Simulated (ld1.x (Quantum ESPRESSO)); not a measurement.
u(r) = r·R(r): atom against pseudo-atom (Si)

Columns: radius, all-electron u(r) and pseudo u(r) of the 3p shell (level -7.66 eV) of silicon in the configuration [Ne] 3s2 3p1.5; PBEsol, non-relativistic, TM scheme, ld1.x (Quantum ESPRESSO) 7.5.

| r (bohr) | all-electron | pseudo |
| --- | --- | --- |
| 0.103 | 0.1127 | -0.0041 |
| 0.205 | 0.2339 | -0.0162 |
| 0.308 | 0.2777 | -0.0363 |
| 0.410 | 0.2539 | -0.0635 |
| 0.513 | 0.1866 | -0.0979 |
| 0.615 | 0.0975 | -0.1380 |
| 0.718 | -0.0015 | -0.1836 |
| 0.820 | -0.0997 | -0.2328 |
| 0.923 | -0.1938 | -0.2852 |
| 1.025 | -0.2792 | -0.3384 |
| 1.128 | -0.3561 | -0.3919 |
| 1.230 | -0.4228 | -0.4428 |
| 1.332 | -0.4801 | -0.4902 |
| 1.435 | -0.5287 | -0.5330 |
| 1.538 | -0.5681 | -0.5697 |
| 1.640 | -0.5989 | -0.5993 |
| 1.743 | -0.6222 | -0.6222 |
| 1.845 | -0.6383 | -0.6383 |
| 1.948 | -0.6483 | -0.6483 |
| 2.050 | -0.6527 | -0.6527 |
| 2.153 | -0.6524 | -0.6524 |
| 2.255 | -0.6479 | -0.6479 |
| 2.358 | -0.6399 | -0.6399 |
| 2.460 | -0.6290 | -0.6290 |
| 2.562 | -0.6156 | -0.6156 |
| 2.665 | -0.6000 | -0.6000 |

Problem. How many radial nodes do the two functions have?

Solution. The all-electron 3p function has n − l − 1 = 1; the pseudo-wave has 0, since the states of the same l below it are removed with the core.

Problem. At about which radius was the pseudo-wave matched?

Solution. 2.05 bohr. The columns agree to 0.0005 from 1.64 bohr on; several derivatives are matched, so the curves merge somewhat inside the radius.

Problem. Where does each function peak?

Solution. Outermost all-electron maximum near 2.05 bohr, pseudo maximum near 2.05 bohr (to the table’s step).

Problem. Is the pseudo-wave norm-conserving?

Solution. Yes: the TM scheme keeps the norm inside the radius equal to the all-electron one, which fixes the energy derivative of the logarithmic derivative at the level.
